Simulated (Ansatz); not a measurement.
Two isomers of CH8GeO2Si: A = `C[SiH](O)[GeH2][OH]`, B = `O[SiH](O)[CH2][GeH3]`.

Computed with Ansatz on PBE0-D4/def2-TZVP structures; ΔE is electronic, products minus reactants. CBS: MP2 limit from def2 TZ/QZ plus the TZ coupled-cluster correction, frozen cores. DFT in def2-TZVPP. For Ge outer-core shells are correlated without core-valence functions, which leaves a few kJ/mol of doubt a bond. Scalar relativity is left out up to krypton. Each species was taken in one conformer, which may not be the lowest.

Which is lower in electronic energy at CCSD(T)/CBS, and by how much? (Best estimate.)

The calculation gave: B, by 21.0 kcal/mol.

Give E(B) − E(A) in kcal/mol with r2SCAN-D4, PBE-D4, MP2/def2-TZVPP, ωB97M-V, PBE0-D4, HF/def2-TZVPP, CCSD(T)/def2-TZVPP. (Best estimate.)

The calculation gave: r2SCAN-D4 -19.2, PBE-D4 -16.2, MP2/def2-TZVPP -22.1, ωB97M-V -20.8, PBE0-D4 -18.1, HF/def2-TZVPP -21.2, CCSD(T)/def2-TZVPP -21.0. None reverses the order clearly.

Largest T1 diagnostic: 0.012.

From PBE to PBE0 (25 % exact exchange), in def2-TZVPP and without D4, E(B) − E(A) moves by −2.0 kcal/mol.
